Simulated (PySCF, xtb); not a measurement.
C2H6ClGa, SMILES C[CH2][GaH][Cl]. The values are those of a single conformer.

Harmonic wavenumbers (cm⁻¹) from GFN2-xTB run with xtb 6.7.1 at its own minimum, in rising order: 37, 70, 160, 192, 332, 368, 469, 556, 614, 913, 973, 1040, 1188, 1204, 1405, 1443, 1485, 1486, 1530, 2882, 2897, 2982, 2989, 3001.

Problem. What does ωB97X-D3(BJ)/def2-SVP run with PySCF give at its own minimum? (Estimate from the structure and the level; the computed values follow.)

Solution. 25, 96, 200, 250, 411, 423, 566, 648, 654, 946, 974, 1065, 1246, 1251, 1411, 1440, 1482, 1491, 2029, 3056, 3073, 3121, 3142, 3148. Paired by order, the mean absolute difference is 82 cm⁻¹ and the zero-point energies are 43.2 and 46.0 kcal/mol.
